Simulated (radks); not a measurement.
Results of a calculation; reference values are marked as such.
Task: Br-, 36 electrons, occupied as [Kr]. Level of theory: scalar-relativistic Kohn-Sham, LDA (Slater exchange, Perdew-Wang correlation), spin-polarised, spherical densities, finite nucleus; Fermi nuclear charge, rms radius 4.1629 fm; Watson sphere of charge +1 and radius 2.8 bohr (a radial shooting solver on a logarithmic mesh with Libxc functionals). Some entries of the table are withheld. Estimate them.

orbital,occ.,eigenvalue (Ry),<r^2> (bohr^2),<r> (bohr)
1s,2,-977.0748,0.002467,0.04280
2s,2,(1),0.04249,(2)
2p,6,-112.1611,0.03356,(3)
3s,2,-17.30515,0.3515,0.5527
3p,6,-12.60278,0.3743,0.5651
3d,10,-4.79799,(4),0.5916
4s,2,-1.43652,3.353,1.705
4p,6,-0.56783,5.671,2.189

Result: 
(1) 2s eigenvalue (Ry): -127.0579
(2) 2s <r> (bohr): 0.1898
(3) 2p <r> (bohr): 0.1656
(4) 3d <r^2> (bohr^2): 0.4349
